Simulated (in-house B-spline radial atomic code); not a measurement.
RPA and G0W0 on BLYP: the magnesium ion Mg²⁺

Configuration [He] 2s2 2p6, mean-field start BLYP. Computed with a B-spline radial code for spherical atoms: all electrons, scalar-relativistic (spin-free one-electron X2C), finite nucleus, each spin shell either full or empty, empty states to l = 9 with an (l + 1/2)⁻⁴ tail; G0W0 by contour deformation at full frequency.

Command:
```bash
python run_gw.py task.json out
```
Settings (radii: box in bohr, nucleus in fm):
```
Z                        12
electrons                10
configuration            [He] 2s2 2p6
hamiltonian              x2c
method                   b88,lyp
lmax                     9
rms_radius               3.057
spin_polarised           False
box_radius               17.55
intervals                71
```

Time taken, with all properties: 0.7 s on 1 thread of Intel(R) Xeon(R) 6975P-C, with other jobs on the host.

Energies (hartree):

| term | value |
| --- | --- |
| mean-field total | -199.55628 |
| Hartree-Fock functional on these orbitals | -199.12693 |
| direct second order | -0.70179 |
| second-order exchange | 0.24773 |
| SOSEX correction | 0.22456 |

Question: What is the RPA correlation energy, and what remains with SOSEX?

Answer: RPA gives -0.61009 hartree (-1.66 eV per electron); RPA + SOSEX gives -0.38553, and the second-order doubles -0.45405 hartree (no singles). SOSEX takes back 37 % of the RPA value.

Quasi-particle levels (eV):

| level | occupied | mean field | Σx - vxc | Σc | QP weight | G0W0 |
| --- | --- | --- | --- | --- | --- | --- |
| 2p | yes | -66.73 | -15.48 | ? | ? | ? |
| 3s | no | -19.103 | 4.79 | -0.47 | 0.995 | -14.787 |

G0W0 = mean field + (Σx - vxc) + Σc, with Σc (partial-wave tail included) taken at the quasi-particle energy. Levels of low weight are left out.

Question: Where does G0W0 put 2p?

Answer: At -79.66 eV, with Σc = 2.55 eV and a quasi-particle weight of 0.935. The tabulated removal energy is 80.144 eV (NIST, measured); the calculation leaves out spin-orbit coupling, Breit and QED terms, and what these don't explain is the method's own error.
